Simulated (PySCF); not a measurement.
H7NOSi2, SMILES N[SiH2]O[SiH3].

Coordinates come from a B3LYP-D3(BJ)/def2-SVP optimisation. One conformer was computed; it need not be the lowest.

Two levels are set side by side: PBE/def2-TZVP (PySCF) and r2SCAN/def2-TZVP (PySCF). Same geometry, gas phase. Differences are taken from unrounded values.

```tsv
quantity	r2SCAN	PBE	PBE minus r2SCAN
orbital gap (eV)	6.46	5.71	-0.75
highest occupied level (eV)	-6.64	-6.33	0.31
lowest empty level (eV)	-0.18	-0.62	-0.44
dipole moment (D)	1.66	1.67	0.00
mean polarisability (bohr³)	61.4	63.7	2.3
```

Rough cost on one machine, each run with all the roots and properties that it gave: r2SCAN against PBE about 3 times.
